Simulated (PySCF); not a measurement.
A structure optimised at B3LYP-D3(BJ)/def2-TZVP, used in a PySCF frequency run:

```xyz
4

Cd     0.0104     0.8334     0.0000
I     -0.0050    -1.7813     0.0000
S      0.0650     3.1944     0.0000
H     -1.2762     3.2996     0.0000
```
Charge 0, spin multiplicity 1.

Problem. Write its SMILES, formula and point group.

Solution. [SH][Cd][I], CdHIS, Cs

Problem. What are its rotational constants (standard atomic weights)?

Solution. 287.22, 0.61911, 0.61778 GHz
